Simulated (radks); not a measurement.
The numbers below are computed, except where a source is named.
Coulomb parameter of the 4f shell of the dysprosium ion Dy2+ in the model configuration [Xe] 4f8.5 5d1.5, as a second difference U = [E(n + 0.5) + E(n - 0.5) - 2 E(n)] / (0.5)^2 with all orbitals relaxed. "Bare": the charge of the atom changes with n. "Screened": the 5d shell takes up the change at fixed total charge, which measures U(4f,4f) + U(5d,5d) - 2 U(4f,5d). Code: a radial shooting solver on a logarithmic mesh with Libxc functionals. Model: scalar-relativistic Kohn-Sham, SCAN, spin-unpolarised, spherical densities, finite nucleus; meta-GGA in the generalised Kohn-Sham scheme; Fermi nuclear charge, rms radius 5.2218 fm.

case              configuration  E - E(n) (eV)
start          [Xe] 4f8.5 5d1.5          0.000
bare +0.5        [Xe] 4f9 5d1.5        -11.148
bare -0.5        [Xe] 4f8 5d1.5         15.594
screened +0.5      [Xe] 4f9 5d1         -4.794
screened -0.5      [Xe] 4f8 5d2          6.144

U(bare) = 17.784 eV, U(screened by 5d) = 5.398 eV, against the Slater integral F0(4f,4f) = 32.003 eV with frozen orbitals.
